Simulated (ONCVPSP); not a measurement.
**Which change was made? (Mg, ONCV)**

Mg, optimised norm-conserving Vanderbilt (ONCV), made with ONCVPSP 4.0.1 (PBEsol, scalar-relativistic). Core [Ne], reference 3s2. Waves: 3s: rc 1.95 bohr, ncon 4, nbas 8, qcut 3.1 1/bohr, 2 projectors, debl 3 Ha; p scattering state at 0.25 Ha: rc 1.60 bohr, ncon 3, nbas 6, qcut 5.5 1/bohr, local. Local part: the p channel. Core correction: Teter function, fcfact 4.75, rcfact 1.55.

Cutoffs, loose and tight: the cutoffs (Ha) at which the residual kinetic energy of the hardest occupied pseudo-wave falls to 1 and 0.1 mHa per electron. They do not see the model core or the augmentation charge, which bear on the density cutoff. Test errors are all-electron minus pseudo excitation energies from the reference, over the configurations 3s1; 3s1.5; 3s1 3p1; 3s0 3p1; variants that change the core or the reference have their own tests.

The base gives: outcome: generated; cutoff, loose: 3.7 Ha; cutoff, tight: 5.5 Ha; bound ghosts: s; GHOST(+) flags above zero: none; largest test error (meV): -76.

Task: After one change the result is: outcome: failed: optimize: ERROR ps0norm > uunorm, code will stop. Which change was it?
A. s: rc 2.86
B. s: rc 1.46
C. s: rc 1.66

Result: C. The others give: s: rc 2.86 → outcome: generated; cutoff, loose: 3.1 Ha; cutoff, tight: 4.1 Ha; bound ghosts: none; GHOST(+) flags above zero: s; largest test error (meV): -93 | s: rc 1.46 → outcome: failed: test_data: rc < rc(lloc) for l = 0. Not allowed..
